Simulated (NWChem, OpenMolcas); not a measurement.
BNH3F3 (SMILES [NH3+][B-](F)(F)F): the dipole moment, rung by rung

BNH3F3 has 8 atoms, charge 0, and is taken as a singlet. SMILES: `[NH3+][B-](F)(F)F`. The shape is that of a PBE0-D4/def2-TZVP optimisation.

Quantity: the dipole moment, in D. The values are calculated.

```
         level             kind     program  value (D)
    HF/cc-pVDZ     Hartree–Fock  OpenMolcas       6.48
 SVWN5/cc-pVDZ              LDA  OpenMolcas       6.18
  BLYP/cc-pVDZ              GGA  OpenMolcas       6.07
   PBE/cc-pVDZ              GGA  OpenMolcas       6.09
revPBE/cc-pVDZ              GGA  OpenMolcas       6.07
 BHLYP/cc-pVDZ    global hybrid  OpenMolcas       6.35
M06-2X/cc-pVDZ  hybrid meta-GGA      NWChem       6.27
  PBE0/cc-pVDZ    global hybrid      NWChem       6.25
```

The values span 6.07 to 6.48 D.
